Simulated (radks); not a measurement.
Problem. The mean radii <r> (bohr) of the occupied orbitals of an atom or ion are listed with their occupations. Method: non-relativistic Kohn-Sham, Slater X-alpha with alpha = 0.78, spin-polarised, spherical densities, point nucleus; computed with a radial shooting solver on a logarithmic mesh with Libxc functionals.

orbital  occ.      <r>
1s down     1  0.06706
1s up       1  0.06706
2s up       1   0.3106
2s down     1   0.3104
2p up       3   0.2742
2p down     3   0.2739
3s up       1   0.9234
3s down     1   0.9247
3p up       3   0.9610
3p down     3   0.9629
3d up       1    1.052

Name the element and its charge. Open shells, if any, are filled with parallel spins first.

Solution. Z = 23, vanadium, charge +4: V4+ in [Ar] 3d1. The 1s radius gives Z: for a bare nucleus <r> = 1.5/Z, 0.06522 bohr for Z = 23, and screening makes it slightly larger (0.06706 here). The occupations add up to 19, and the charge is Z minus that.
